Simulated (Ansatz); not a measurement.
Geometry optimisation, RKS r2SCAN/def2-SVP (Ansatz 0.2.0).

input.yaml

```yaml
crystal:
  periodic: [false, false, false]
  atoms:
    - { symbol: C, position_ang: [-0.9536, -1.5438, 2.0106] }
    - { symbol: C, position_ang: [-0.421, -0.5466, 1.056] }
    - { symbol: C, position_ang: [0.0304, 0.2431, 0.2708] }
    - { symbol: Si, position_ang: [0.8803, 1.4609, -0.9308] }
    - { symbol: "N", position_ang: [0.7183, 0.741, -2.4912] }
    - { symbol: H, position_ang: [-1.4572, -2.3243, 1.466] }
    - { symbol: H, position_ang: [-0.2116, -1.8943, 2.6778] }
    - { symbol: H, position_ang: [-1.7385, -1.0044, 2.5993] }
    - { symbol: H, position_ang: [-0.74804, 0.85012, -0.19143] }
    - { symbol: H, position_ang: [2.238, 1.6947, -0.6205] }
    - { symbol: H, position_ang: [1.1892, -0.1453, -2.4215] }
    - { symbol: H, position_ang: [-0.2384, 0.5363, -2.6469] }
basis:
  gaussian: { orbitals: def2-SVP }
hamiltonian:
  xc: r2scan
relax:
  f_tol: 0.02
  max_steps: 50
output:
  orbitals: {}
```

Launched with:

```bash
$ ansatz run input.yaml --threads 2 --pin off --max-ram 3072MiB --backend cpu --events-out ev --progress --plain --runs-dir out
```

Task: Where does it end, and by what steps?

Result: It converged. The force dipped under the threshold on the way, but the program's further checks kept it going. After 20 steps the energy has fallen by 4.272 eV; H9 moved furthest, 1.80 Å. Parted: C3–H9. Joined: Si4–H9.

| step | energy less start (eV) | largest force component (eV/Å) | accepted |
| --- | --- | --- | --- |
| 0 | 0.0000 | 4.969 | yes |
| 1 | -0.9024 | 1.295 | yes |
| 2 | -1.2227 | 1.079 | yes |
| 3 | -1.4659 | 1.076 | yes |
| 4 | -1.8771 | 1.651 | yes |
| 5 | -2.5966 | 1.840 | yes |
| 6 | -3.2598 | 1.708 | yes |
| 7 | -3.7067 | 1.292 | yes |
| 8 | -3.9624 | 0.558 | yes |
| 9 | -4.0935 | 0.338 | yes |
| 10 | -4.1729 | 0.195 | yes |
| 11 | -4.2256 | 0.175 | yes |
| 12 | -4.2514 | 0.200 | yes |
| 13 | -4.2143 | 1.259 | no |
| 14 | -4.2674 | 0.082 | yes |
| 15 | -4.2715 | 0.074 | yes |
| 16 | -4.2560 | 0.988 | no |
| 17 | -4.2721 | 0.018 | yes |
| 18 | -4.2722 | 0.039 | yes |
| 19 | -4.2717 | 0.185 | no |
| 20 | -4.2723 | 0.002 | yes |

```xyz
12
Properties=species:S:1:pos:R:3
C -0.991 -1.712 2.161
C -0.471 -0.756 1.201
C -0.030 0.055 0.395
Si 0.625 1.244 -0.843
N 0.673 0.678 -2.482
H -1.387 -2.609 1.655
H -0.206 -2.041 2.861
H -1.809 -1.274 2.755
H -0.243 2.457 -0.815
H 2.022 1.588 -0.450
H 1.319 -0.074 -2.706
H -0.213 0.512 -2.953
```

Whether the end is a true minimum wasn't checked by a vibrational analysis.

Time of the run: 73 s on 2 threads of Arm Neoverse V1, on a shared host, peak memory 0.16 GiB.
